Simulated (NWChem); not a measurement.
System: MgF cation; SMILES [F][Mg+]

Results from NWChem. Structure relaxed at the PBE-D3(BJ)/def2-SVP level. B3LYP is NWChem's, with the RPA form of VWN correlation. Vertical excitations in the gas phase; the lowest state need not have the same character in each row.

| level | lowest excitation, singlet (eV) | oscillator strength of that lowest state | lowest state with f > 0.02, singlet (eV) | oscillator strength of that bright state | orbital gap (eV) |
|---|---|---|---|---|---|
| PBE/def2-SVPD, full TDDFT | 3.01 | 0.006 | 4.59 | 0.094 | 2.93 |
| B3LYP/def2-SVPD, full TDDFT | 3.57 | 0.007 | 5.01 | 0.088 | 4.79 |
| BHandHLYP/def2-SVPD, full TDDFT | 4.64 | 0.010 | 5.91 | 0.079 | 7.71 |
| CAM-B3LYP/def2-SVPD, full TDDFT | ___ | 0.009 | ___ | ___ | 7.71 |

Q: Some entries are withheld; supply them.

A: 
- CAM-B3LYP/def2-SVPD, full TDDFT, lowest excitation, singlet (eV): 4.07
- CAM-B3LYP/def2-SVPD, full TDDFT, lowest state with f > 0.02, singlet (eV): 5.45
- CAM-B3LYP/def2-SVPD, full TDDFT, oscillator strength of that bright state: 0.084
